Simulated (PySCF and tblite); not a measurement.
Results of a calculation; reference values are marked as such.
## Pyramidal inversion: stationary points, barriers and rates

System: ethyl trimethylhydrazine, C₅H₁₄N₂, numbered as in [CH3:1][CH2:2][N:3]([CH3:4])[N:5]([CH3:6])[CH3:7].

Motion: pyramidal inversion at N5. The path came from a restrained scan, a climbing-image band and a saddle search at GFN2-xTB; energies are PBE0/pcSseg-1 + D3(BJ), IEF-PCM acetone//GFN2-xTB, thermal terms GFN2-xTB. Rates follow Eyring's equation with the number of equivalent paths and no tunnelling. (PySCF 2.14 with density fitting, tblite 0.8.)

```tsv
point	symmetry	E(GFN2) kcal/mol	E(DFT) kcal/mol	ZPE change kcal/mol	lowest mode cm⁻¹	dipole D
start	C1	0.0	0.0	0.00	66	1.57
saddle	C1	4.9	6.0	-0.96	248i	1.02
end	C1	2.0	2.3	0.07	95	1.38
```

- Electronic barrier: 6.0 kcal/mol
- Barrier with zero-point energy: 5.1 kcal/mol
- ΔH‡ (298 K): 5.0 kcal/mol
- ΔS‡ (298 K, symmetry apart): 0.4 cal/(mol K)
- Paths: 1 equivalent path
- End point: a different minimum
- Mean lifetime of the start against this motion at 298 K: 630 ps
- Cost: 91 s on 1 thread of INTEL XEON PLATINUM 8581C @ 2.30GHz (shared host) (rough), peak memory 1.1 GiB, launched as `OMP_NUM_THREADS=1 python ens_run.py task.json out`

```json
{"T/K": "200", "ΔG‡ kcal/mol": "5.0", "k s⁻¹": "1.6×10⁷", "ΔG kcal/mol": "2.4", "k back s⁻¹": "7.6×10⁹"}
{"T/K": "250", "ΔG‡ kcal/mol": "4.9", "k s⁻¹": "2.6×10⁸", "ΔG kcal/mol": "2.4", "k back s⁻¹": "3.6×10¹⁰"}
{"T/K": "298", "ΔG‡ kcal/mol": "4.9", "k s⁻¹": "1.6×10⁹", "ΔG kcal/mol": "2.5", "k back s⁻¹": "9.8×10¹⁰"}
{"T/K": "350", "ΔG‡ kcal/mol": "4.9", "k s⁻¹": "6.3×10⁹", "ΔG kcal/mol": "2.5", "k back s⁻¹": "2.2×10¹¹"}
{"T/K": "400", "ΔG‡ kcal/mol": "4.9", "k s⁻¹": "1.7×10¹⁰", "ΔG kcal/mol": "2.5", "k back s⁻¹": "3.8×10¹¹"}
```

ΔG and ΔG‡ leave out symmetry numbers and mirror images; rates count paths: 1 out, 1 back.
